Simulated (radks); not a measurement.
Values are calculated unless marked as measured or tabulated.
Question: The xenon ion Xe+, 53 electrons, occupied as [Kr] 4d10 5s2 5p5. Level of theory: scalar-relativistic Kohn-Sham, LB94 model potential, spin-polarised, spherical densities, finite nucleus; open shells are filled with parallel spins first (spin-orbit coupling, left out, can overturn this in heavy ions); Fermi nuclear charge, rms radius 4.7859 fm (a radial shooting solver on a logarithmic mesh with Libxc functionals). Some entries of the table are withheld. Estimate them.

| orbital | occ. | eigenvalue (hartree) | <r> (bohr) | <r^2> (bohr^2) |
|---|---|---|---|---|
| 1s down | 1 | -1269.365 | 0.02662 | 0.0009607 |
| 1s up | 1 | -1269.365 | 0.02662 | 0.0009607 |
| 2s up | 1 | -198.5767 | 0.1144 | 0.01542 |
| 2s down | 1 | -198.5758 | 0.1144 | 0.01542 |
| 2p up | 3 | -178.4441 | 0.1000 | 0.01221 |
| 2p down | 3 | -178.4427 | 0.1000 | 0.01221 |
| 3s up | 1 | -41.36088 | 0.3061 | 0.1069 |
| 3s down | 1 | -41.35998 | 0.3061 | 0.1069 |
| 3p up | 3 | -34.83438 | 0.3038 | 0.1069 |
| 3p down | 3 | -34.83347 | 0.3038 | 0.1069 |
| 3d up | 5 | -25.12003 | 0.2800 | 0.09260 |
| 3d down | 5 | -25.11923 | 0.2800 | 0.09260 |
| 4s up | 1 | -7.90249 | 0.7170 | 0.5807 |
| 4s down | 1 | -7.90016 | 0.7173 | 0.5812 |
| 4p up | 3 | -5.84659 | (1) | 0.6664 |
| 4p down | 3 | -5.84534 | (2) | 0.6672 |
| 4d down | 5 | -2.84699 | (3) | 0.8877 |
| 4d up | 5 | -2.84573 | (4) | 0.8861 |
| 5s up | 1 | -1.27770 | 1.797 | 3.654 |
| 5s down | 1 | -1.27768 | 1.788 | 3.614 |
| 5p up | 3 | -0.81945 | (5) | 5.375 |
| 5p down | 2 | -0.81368 | (6) | 5.313 |

Answer: 
(1) 4p up <r> (bohr): 0.7651
(2) 4p down <r> (bohr): 0.7656
(3) 4d down <r> (bohr): 0.8730
(4) 4d up <r> (bohr): 0.8722
(5) 5p up <r> (bohr): 2.171
(6) 5p down <r> (bohr): 2.158
